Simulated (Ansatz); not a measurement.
Reaction (cleavage of the Si–Si bond): `C[Si@H](O)[Si@H](O)F` + H₂S → `O[SiH](F)S` + `C[SiH2]O`

Isolated molecules relaxed with PBE0-D4/def2-TZVP in Ansatz; ΔE leaves out vibrations. CCSD(T)/CBS adds triple-zeta CCSD(T) − MP2 to the extrapolated MP2 energy (def2 sets, frozen cores). This one scheme is used for every species. Functionals use def2-TZVPP. HSE06 is defined as in plane-wave codes. One conformer a species, not always the lowest.

(1) Is it downhill or uphill in electronic energy at CCSD(T)/CBS, and by how much? (Best estimate.)

(2) What do these levels give: PBE-D4, BLYP-D4, r2SCAN-D4, HSE06-D4, ωB97X-V, revPBE, r2SCAN, PBE0, HSE06, BHLYP, HF/def2-TZVPP, CCSD(T)/def2-TZVPP? (An estimate is asked.)

Largest T1 diagnostic among the species: 0.012.

## Answers

(1) Computed: Downhill: ΔE = -83.3 kJ/mol.

(2) Ansatz gave: PBE-D4 -69.7, BLYP-D4 -72.0, r2SCAN-D4 -82.6, HSE06-D4 -75.5, ωB97X-V -78.9, revPBE -73.4, r2SCAN -83.9, PBE0 -78.4, HSE06 -78.5, BHLYP -86.9, HF/def2-TZVPP -93.7, CCSD(T)/def2-TZVPP -81.9 kJ/mol.

At CCSD(T), def2-SVP lies +7.9 kJ/mol from the extrapolated value and def2-TZVPP +1.4 kJ/mol. From PBE to PBE0 (25 % exact exchange), in def2-TZVPP and without D4, ΔE moves by −5.6 kJ/mol.
